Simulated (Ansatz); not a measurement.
Cost and result for the atomization energy of CH₅ClSeSi (`C[Se][SiH2]Cl`) (9 atoms, 8 bonds).

```xyz
9

C     0.786    0.312   -1.363
Se   -0.411    1.392   -0.251
Si   -0.887   -0.215    1.249
Cl    0.771   -0.808    2.320
H     1.114    0.959   -2.174
H     0.253   -0.545   -1.768
H     1.646   -0.008   -0.778
H    -1.883    0.350    2.187
H    -1.388   -1.437    0.578
```

Charge 0, multiplicity 1. Correlated methods include outer-core shells of Se, which these sets cover unevenly. Scalar relativity is left out up to krypton. The structure was optimised at the PBE0-D4/def2-TZVP level. It is one conformer, not always the lowest. Program: Ansatz. All runs use 4 threads of a server CPU on a shared host. Times are those of one run each, without the atoms' runs, and a repeat can differ threefold. Electronic energies, without spin–orbit coupling; frozen cores. CCSD(T)/CBS adds CCSD(T) − MP2 in def2-TZVPP to the MP2 limit, and its time is that of the two runs behind it. T1 = 0.009. With those shells the extrapolation isn't a true limit. HSE06 is the plane-wave form, built on full-range PBE exchange.

CCSD(T)/CBS is a level of theory with its own doubt, some kJ/mol a heavy atom from the limit and from the frozen cores, so smaller differences don't rank the functionals.

```json
{"level": "revPBE-D4/def2-TZVPP", "functions": "233", "wall time": "1.4 s", "atomization (kcal/mol)": "690.5", "difference from CCSD(T)/CBS": "-11.0", "per bond": "-1.4"}
{"level": "BLYP-D4/def2-TZVPP", "functions": "233", "wall time": "1.4 s", "atomization (kcal/mol)": "690.3", "difference from CCSD(T)/CBS": "-11.2", "per bond": "-1.4"}
{"level": "PBE0-D4/def2-TZVPP", "functions": "233", "wall time": "2.2 s", "atomization (kcal/mol)": "697.8", "difference from CCSD(T)/CBS": "-3.7", "per bond": "-0.5"}
{"level": "HSE06-D4/def2-TZVPP", "functions": "233", "wall time": "2.6 s", "atomization (kcal/mol)": "698.1", "difference from CCSD(T)/CBS": "-3.4", "per bond": "-0.4"}
{"level": "CAM-B3LYP-D4/def2-TZVPP", "functions": "233", "wall time": "2.6 s", "atomization (kcal/mol)": "695.7", "difference from CCSD(T)/CBS": "-5.8", "per bond": "-0.7"}
{"level": "r2SCAN-D4/def2-TZVPP (with forces)", "functions": "233", "wall time": "2.9 s", "atomization (kcal/mol)": "701.4", "difference from CCSD(T)/CBS": "-0.1", "per bond": "0.0"}
{"level": "CCSD(T)/def2-SVP", "functions": "107", "wall time": "3.6 s", "atomization (kcal/mol)": "649.8", "difference from CCSD(T)/CBS": "-51.7", "per bond": "-6.5"}
{"level": "r2SCANh-D4/def2-TZVPP", "functions": "233", "wall time": "3.6 s", "atomization (kcal/mol)": "698.3", "difference from CCSD(T)/CBS": "-3.2", "per bond": "-0.4"}
{"level": "B97M-V/def2-TZVPP", "functions": "233", "wall time": "4.9 s", "atomization (kcal/mol)": "701.5", "difference from CCSD(T)/CBS": "0.0", "per bond": "0.0"}
{"level": "ωB97X-V/def2-TZVPP", "functions": "233", "wall time": "5 s", "atomization (kcal/mol)": "702.1", "difference from CCSD(T)/CBS": "0.6", "per bond": "0.1"}
{"level": "MP2/def2-QZVPP", "functions": "436", "wall time": "13 s", "atomization (kcal/mol)": "699.9", "difference from CCSD(T)/CBS": "-1.6", "per bond": "-0.2"}
{"level": "CCSD(T)/def2-TZVPP", "functions": "233", "wall time": "82 s", "atomization (kcal/mol)": "681.1", "difference from CCSD(T)/CBS": "-20.4", "per bond": "-2.5"}
{"level": "CCSD(T)/CBS(def2)", "functions": "–", "wall time": "95 s", "atomization (kcal/mol)": "701.5", "difference from CCSD(T)/CBS": "0.0", "per bond": "0.0"}
```

From PBE to PBE0 (25 % exact exchange), in def2-TZVPP and without D4, the atomization energy moves by −5.5 kcal/mol: exact exchange takes away binding that semilocal exchange gives to molecules. At CCSD(T), def2-SVP lies −51.6 kcal/mol from the extrapolated value and def2-TZVPP −20.3 kcal/mol: correlation converges slowly with the basis, and small sets miss more of it in the bonded molecule than in its fragments. In def2-TZVPP, CCSD(T) changes the Hartree–Fock value by +162.7 kcal/mol (the triples alone add +9.9 kcal/mol) and MP2 by +169.7 kcal/mol; breaking electron pairs costs correlation energy, which Hartree–Fock lacks.
